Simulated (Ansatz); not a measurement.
Species: dibromogermane, sum formula GeH2Br2, net charge 0, singlet state. 
Coordinates optimised at B3LYP-D3(BJ)/def2-TZVP (Ansatz, a quantum-chemistry and plane-wave program):
```
Ge
H 1 1.5303
H 1 1.5303 2 115.15
Br 1 2.3163 2 108.09 3 -120.94
Br 1 2.3163 2 108.09 3 120.94
```
Charge 0, spin multiplicity 1.

Basis-set convergence of Hartree-Fock and CCSD(T) correlation energies (hartree) with Ansatz. Correlated levels leave the core frozen unless marked. No spin-orbit coupling. Frozen are the shells of the preceding noble gas and the d and f shells that filled before the atom's block. Non-relativistic.

| basis | functions | E(HF) | E(corr, CCSD(T)) |
|---|---|---|---|
| aug-cc-pVDZ | 126 | -7221.36469 | -0.38817 |
| aug-cc-pVTZ | 223 | -7221.58892 | -0.50617 |
| aug-cc-pVQZ | 371 | -7221.59795 | -0.54592 |

Extrapolating the two largest sets (X = 3 and 4) as X^-3: E(corr) = (64·(-0.54592) - 27·(-0.50617))/37 = -0.5749 Eh, an estimate of the basis-set limit. The largest set recovers 95.0 % of it, the smallest 67.5 %.
